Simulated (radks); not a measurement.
Values are calculated unless marked as measured or tabulated.
Task: The mean radii <r> (bohr) of the occupied orbitals of an atom or ion are listed with their occupations. Level of theory: Dirac Kohn-Sham, PBE, spin-unpolarised, spherical densities, point nucleus (a radial shooting solver on a logarithmic mesh with Libxc functionals).

| orbital | occ. | <r> |
|---|---|---|
| 1s1/2 | 2 | 0.03263 |
| 2s1/2 | 2 | 0.1416 |
| 2p1/2 | 2 | 0.1203 |
| 2p3/2 | 4 | 0.1252 |
| 3s1/2 | 2 | 0.3904 |
| 3p1/2 | 2 | 0.3830 |
| 3p3/2 | 4 | 0.3938 |
| 3d3/2 | 4 | 0.3683 |
| 3d5/2 | 6 | 0.3718 |
| 4s1/2 | 2 | 0.9779 |
| 4p1/2 | 2 | 1.055 |
| 4p3/2 | 4 | 1.085 |
| 4d3/2 | 4 | 1.436 |
| 4d5/2 | 3 | 1.452 |

Name the element and its charge. Open shells, if any, fill j = l - 1/2 first.

Result: Z = 45, rhodium, charge +2: Rh2+ in [Kr] 4d7. The 1s radius gives Z: for a bare nucleus <r> = (2 gamma + 1)/(2Z) with gamma = sqrt(1 - (Z/c)^2), 0.0321 bohr for Z = 45, and screening makes it slightly larger (0.03263 here). The occupations add up to 43, and the charge is Z minus that.
